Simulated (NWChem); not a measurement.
Atomisation of H3P2

SMILES: P[PH]
```xyz
5

P      0.9715    -0.4387     0.4281
P     -0.8927     0.3192    -0.4706
H      1.6893     0.7479     0.0159
H     -1.0756     1.5214     0.3054
H     -1.7965    -0.4770     0.3160
```
Charge 0, spin multiplicity 2.

All runs are NWChem calculations. Structure: optimised with UPBE/def2-SVP, a minimum by its harmonic frequencies. It is one conformer; others weren't searched.

Basis set: def2-TZVP. The atomisation energy is electronic alone: no zero-point, thermal, spin-orbit or counterpoise terms. No value is extrapolated to the basis-set limit. Free atoms are single determinants with multiplicities P 4, H 2.

The structure started from a generated list of species. No SCF solution was tested for a lower state.

### Question
One of these methods gave an atomisation energy of 332.9 kcal/mol. Which?
(A) PBE
(B) LDA (SVWN5)
(C) PBE0
(D) BP86

### Answer
B, LDA (SVWN5). The others give 301.2 (BP86), 291.1 (PBE), 285.5 (PBE0).
